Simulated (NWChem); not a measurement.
System: AlIClF; SMILES [F][Al]([Cl])[I]

The following NWChem deck was run.

```
start job
memory heap 200 mb stack 900 mb global 1100 mb
geometry units angstroms noautoz
  Al    -0.426559    -1.055874     0.000000
  Cl     1.016795    -2.551203     0.000000
  F     -2.016800    -1.510757     0.000000
  I      0.139973     1.311733     0.000000
end
basis spherical
  * library def2-svp
end
ecp
  I library def2-ecp
end
dft
  xc xwpbe 1.00 cpbe96 1.0 hfexch 1.00
  cam 0.4 cam_alpha 0.0 cam_beta 1.0
  iterations 150
  vectors input atomic output neutral.movecs
end
task dft energy
charge 1
dft
  odft
  mult 2
  vectors input atomic output cation.movecs
end
task dft energy
```

Geometry: optimised at PBE0/def2-SVP. def2 effective core potentials on I; no spin-orbit coupling.

Ions are spin-unrestricted doublets at the neutral geometry; other ion states weren't tried. Functional: LC-ωPBE (HJS hole) with def2-SVP; the question gives the range parameter ω in 1/bohr.

Problem. Give the results of this calculation. (LC-wPBE (HJS exchange hole, range parameter 0.4 per bohr)/def2-SVP with def2 effective core potentials on I, vertical spin-unrestricted ions.) Quantities: vertical ionisation energy, ΔSCF (eV); −ε(HOMO) (eV).

Solution. 
- vertical ionisation energy, ΔSCF (eV): 10.74
- −ε(HOMO) (eV): 10.91
